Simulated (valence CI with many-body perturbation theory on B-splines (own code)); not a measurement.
Questions on Bi¹⁰⁺

Computed by relativistic CI+MBPT: five valence electrons over a frozen Dirac-Fock core [Xe] 4f14, a basis of 7 s, 7 p, 8 d, 6 f, 4 g, 1 h functions for each j, with the one-electron correlation potential Σ1, the two-electron term Σ2, the three-electron term Σ3, Breit, model QED; selected CI, second order for the rest, scaled by the run's own slope (own B-spline code, finite nucleus).

No measured spectrum was set against this ion. As an estimate, terms of the open shell hold to 2 to 4 % of their energy, and close levels can change places. Among the levels kept, up to 1000 cm⁻¹ of a level comes from second order outside the variational space, and about a tenth of that is noise between levels of different J, which matters for small intervals. Excitations out of the core, of the other parity, are not computed and may begin above about 51.2 eV (a cautious bound); beyond it only levels of the ground parity were kept, without lifetimes.

Levels are named by their leading jj configuration (3d3/2^4 stands for four electrons in 3d with j = 3/2), which in mixed levels can hold well under half, so a name can repeat and another be missing.

Rates and lifetimes use the calculated energies. Strong lines usually hold to 10 to 20 %, long lifetimes can be off by a factor of two.

What is the ground level?

(5d3/2^4 5d5/2) J=5/2, composition 50 % 5d5 6S + 28 % 5d5 4P + 9 % 5d5 2D, g = 1.701.

How well does LS coupling describe the low levels?

Among the lowest 20 levels the leading LS term, summed over configurations, holds 50 % on average. For single configurations the figures are 50 % in LS and 80 % in jj coupling. Terms mix most in the J = 5/2 level at 2.718 eV, where the leading one holds 26 %.

Name the longest-lived excited levels whose lifetime is computed, and their main decay.

(5d3/2^3 5d5/2^2) J=9/2 at 5.237 eV lives 188 ms, mostly by M1 to (5d3/2^3 5d5/2^2) J=7/2; (5d3/2^3 5d5/2^2) J=1/2 at 5.684 eV lives 42.0 ms, mostly by M1 to (5d3/2^3 5d5/2^2) J=3/2. The lifetime of (5d3/2^3 5d5/2^2) J=11/2 is too uncertain to give, and may be longer.

What is the ionisation energy?

183.95 eV; NIST lists 183 ± 2.4 eV (theoretical).
